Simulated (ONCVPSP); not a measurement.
## zirconium (Zr): one change to an ONCV potential, before and after

zirconium, optimised norm-conserving Vanderbilt (ONCV), made with ONCVPSP 4.0.1 (PBE, scalar-relativistic). Core [Ar] 3d10 4s2, reference 4p6 4d2 5s1 (charge +1). Waves: 5s: rc 2.75 bohr, ncon 5, nbas 9, qcut 2 1/bohr, 2 projectors, debl 3.8 Ha; 4p: rc 2.25 bohr, ncon 4, nbas 8, qcut 7.3 1/bohr, 2 projectors, debl 1.3 Ha; 4d: rc 2.40 bohr, ncon 4, nbas 9, qcut 7.4 1/bohr, 2 projectors, debl 1.8 Ha. Local part: polynomial inside 1.80 bohr (lpopt 5, dvloc0 2 Ha). Core correction: Teter function, fcfact 3.25, rcfact 1.65.

In the p channel the program set the typed energies aside and used -1.438, 0.250 Ha.

All-electron outer shells of the reference configuration (PBE, scalar-relativistic, ld1.x):

| shell | level (eV) | outermost node (bohr) | outermost maximum (bohr) |
| --- | --- | --- | --- |
| 4s | -61.18 | 0.55 | 1.08 |
| 4p | -39.14 | 0.56 | 1.17 |
| 4d | -9.98 | 0.58 | 1.59 |
| 5s | -9.94 | 1.46 | 3.00 |

Change: p: ncon 5, nbas 9.

Cutoffs: the cutoffs (Ha) at which the residual kinetic energy of the hardest occupied pseudo-wave falls to 1 and 0.1 mHa per electron; they do not see the model core or the augmentation charge, which bear on the density cutoff. Errors are all-electron minus pseudo energies relative to the spin-unpolarised reference configuration.

What does the change do?

The potential gets neither clearly harder nor softer (14 Ha and 24 Ha → 14 Ha and 24 Ha); the errors of the 4 common tests hardly move; neither file shows a bound ghost.

```tsv
quantity	base	changed
cutoff, loose	14 Ha	14 Ha
cutoff, tight	24 Ha	24 Ha
loose cutoff by channel	s 3.3 Ha, p 10 Ha, d 14 Ha	s 3.3 Ha, p 9.5 Ha, d 14 Ha
bound ghosts	none	none
GHOST(+) flags under 300 eV	s at 45.6 eV	s at 45.6 eV
error for 4p6 4d2 5s2, meV [ΔE -7.14 eV]	+0.8	+0.8
error for 4p6 4d2 5s0, meV [ΔE 12.94 eV]	+2.0	+1.8
error for 4p6 4d1 5s0, meV [ΔE 35.57 eV]	+62	+59
error for 4p6 4d1 5s2, meV [ΔE 0.53 eV]	-48	-49
s: phases at 2.79 bohr within 0.05 rad from the reference energy up to (Ha; the scan ends near 5)	1.0	1.0
p: phases at 2.28 bohr within 0.05 rad from the reference energy up to (Ha; the scan ends near 5)	to the end of the scan	to the end of the scan
d: phases at 2.43 bohr within 0.05 rad from the reference energy up to (Ha; the scan ends near 5)	to the end of the scan	to the end of the scan
rms error of d²Exc/dni dnj with the model core, mHa	0.77	0.73
```
